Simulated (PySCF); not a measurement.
GaH5OP2, SMILES [PH2][Ga]([OH])[PH2].

Geometry: B3LYP-D3(BJ)/def2-SVP. The structure was generated by enumeration; whether it is a known compound was not checked. Other conformers were not sampled.

Two levels are set side by side: PBE/def2-TZVP (PySCF) and B3LYP/def2-TZVP (PySCF). Same geometry, gas phase. Differences are taken from unrounded values.

```json
[
 {"quantity": "orbital gap (eV)", "PBE": "4.18"},
 {"quantity": "highest occupied level (eV)", "PBE": "-6.06"},
 {"quantity": "lowest empty level (eV)", "PBE": "-1.87"},
 {"quantity": "dipole moment (D)", "PBE": "1.62"},
 {"quantity": "mean polarisability (bohr³)", "PBE": "93.5"}
]
```

### Question
These are the PBE values. What does B3LYP give? (Estimate from the structure and the level; the computed values follow.)

### Answer

| quantity | B3LYP | PBE minus B3LYP |
|---|---|---|
| orbital gap (eV) | 5.48 | -1.30 |
| highest occupied level (eV) | -6.84 | 0.79 |
| lowest empty level (eV) | -1.36 | -0.51 |
| dipole moment (D) | 1.67 | -0.05 |
| mean polarisability (bohr³) | 91.2 | 2.3 |

PBE's occupied levels lie high since its potential decays too fast outside the molecule; exact exchange lowers them and widens the gap. Differences between two approximate levels are no errors against the true value.

Rough cost on one machine, each run with all the roots and properties that it gave: B3LYP against PBE within a factor of 2.
